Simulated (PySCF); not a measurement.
# Correlation energy of He (helium, neutral)

1s2, closed-shell 1S. Computed with PySCF 2.14 in x2c-TZVPPall (3s2p1d, 14 functions), with scalar relativity by spin-free X2C-1e. Frozen: nothing; 2 electrons correlated.

With two correlated electrons CCSD is exact within the correlated space (frozen core and kept virtual orbitals).

```tsv
level	correlation energy (mhartree)
CCSD	-39.07
```

Diagnostics: T1 = 0.00098, D1 = 0.0014, largest double amplitude 0.054.

Cost of the coupled-cluster step: roughly 0.03 core-seconds, for 2 correlated electrons.

Iterations:

```
CC2 = 0
CCSD nocc = 1, nmo = 14
frozen orbitals []
max_cycle = 100
direct = 0
conv_tol = 1e-08
conv_tol_normt = 1e-06
diis_space = 8
diis_start_cycle = 0
Init t2, MP2 energy = -2.89319456856508  E_corr(MP2) -0.0332016248917431
Init E_corr(CCSD) = -0.0332016248921723
cycle = 1  E_corr(CCSD) = -0.0379081801221688  dE = -0.00470655523  norm(t1,t2) = 0.0129836
cycle = 2  E_corr(CCSD) = -0.0388061535846291  dE = -0.000897973462  norm(t1,t2) = 0.00298681
cycle = 3  E_corr(CCSD) = -0.039071542602979  dE = -0.000265389018  norm(t1,t2) = 0.000814653
cycle = 4  E_corr(CCSD) = -0.039065910536641  dE = 5.63206634e-06  norm(t1,t2) = 7.49532e-05
cycle = 5  E_corr(CCSD) = -0.0390654664701419  dE = 4.44066499e-07  norm(t1,t2) = 2.37506e-06
cycle = 6  E_corr(CCSD) = -0.0390654914835783  dE = -2.50134364e-08  norm(t1,t2) = 1.87917e-07
cycle = 7  E_corr(CCSD) = -0.039065492665166  dE = -1.18158772e-09  norm(t1,t2) = 4.23197e-09
CCSD converged
E(CCSD) = -2.899058436338505  E_corr = -0.03906549266516602
```
